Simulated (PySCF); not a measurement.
Predicted microwave data (PBE0/def2-SVPD in PySCF (dipole) on a GFN2-xTB geometry, gas phase) for one isomer of C8H7N:

```
Rotational constants : A = 3527, B = 1064, C = 908.8 MHz
Dipole components    : |μa| = 2.15 D, |μb| = 2.08 D, |μc| = 2.34 D
Inertial defect      : -62.31 u·Å²
κ                    : -0.88
```

Question: Which structure is it? (One computed conformer of each.)
A. `CC#Cc1ccccn1`
B. `[CH2:1]=[C:2]1[CH:3]=[C:4]([CH2:5][C:6]#[N:7])[C:8]1=[CH2:9]` with C3–C4–C5–C6 119°
C. `C=C1C=C(C)C(C#N)=C1`

Answer: B. It is C=C1C=C(CC#N)C1=C, an asymmetric top, point group C1. The candidates at the same level (rigid rotor, commonest isotopes):

```
             SMILES  A (MHz)  B (MHz)  C (MHz)  μa (D)  μb (D)  μc (D)  Δ (u·Å²)  point group                        rotor
       CC#Cc1ccccn1     5733    857.1    749.2    0.14    1.85    0.00     -3.17           Cs  near-prolate asymmetric top
C=C1C=C(C)C(C#N)=C1     3074     1300    918.7    4.66    1.28    0.00     -3.11           Cs               asymmetric top
  C=C1C=C(CC#N)C1=C     3527     1064    908.8    2.15    2.08    2.34    -62.31           C1               asymmetric top
```

`CC#Cc1ccccn1` has A 63 % too high; `C=C1C=C(C)C(C#N)=C1` has B 22 % too high. No structure here is proved a minimum.
